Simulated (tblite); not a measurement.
F$_{3}$La, triplet, at a GFN2-xTB geometry (such geometries of metal compounds can be far from the true shape) (the multiplicity is a formal guess); GFN1-xTB (tblite).

Here is a job for tblite.
```
$ tblite run mol.xyz --method gfn1 --charge 0 --spin 2 --json tblite.json --no-restart

# file mol.xyz
4

La     0.00000000    -0.00000000     0.00000000
F     -1.73418446    -1.07254064     0.04451376
F      0.01511140     1.88215686    -0.78547938
F      1.71907306    -0.80961621     0.74096562
```

The log (banner, timings and long lists left out):

```
xTB calculator
 | screened Coulomb repulsion
 | Coulomb electrostatics
 |  * isotropic Klopman-Ohno-Mataga-Nishimoto electrostatics
 |  * onsite third-order electrostatics
 | DFT-D3(BJ) dispersion correction

halogen bonding energy    0.0000000000000E+00 Eh
repulsion energy          2.8730023511758E-04 Eh
dispersion energy        -5.6694080818506E-04 Eh
number of electrons       2.4000000000000E+01 e
integral cutoff           3.8178238736907E+01 bohr

------------------------------------------------------------
  cycle        total energy    energy error   density error
------------------------------------------------------------
      1     -15.69437429574  -1.5694095E+01   7.6541050E-01
      2     -16.14766717714  -4.5329288E-01   4.3279247E-01
      3     -16.17326356922  -2.5596392E-02   2.9461968E-01
      4     -16.16596886040   7.2947088E-03   1.1344206E-01
      5     -16.15508443402   1.0884426E-02   8.0487949E-02
      6     -16.17374803798  -1.8663604E-02   4.1838982E-02
      7     -16.17393726611  -1.8922812E-04   3.9336193E-02
      8     -16.17619797407  -2.2607080E-03   4.4283764E-03
      9     -16.17616002834   3.7945731E-05   4.6632047E-03
     10     -16.17617552574  -1.5497408E-05   3.7738070E-03
     11     -16.17620694038  -3.1414640E-05   1.9866709E-03
     12     -16.17621845953  -1.1519147E-05   2.6555386E-04
     13     -16.17621866756  -2.0803326E-07   1.1242164E-05
------------------------------------------------------------

electronic energy        -1.6175939026990E+01 Eh
total energy             -1.6176218667563E+01 Eh

Post processing:
 | Mayer-Wiberg bond orders

[Info] JSON dump of results written to 'tblite.json'
```
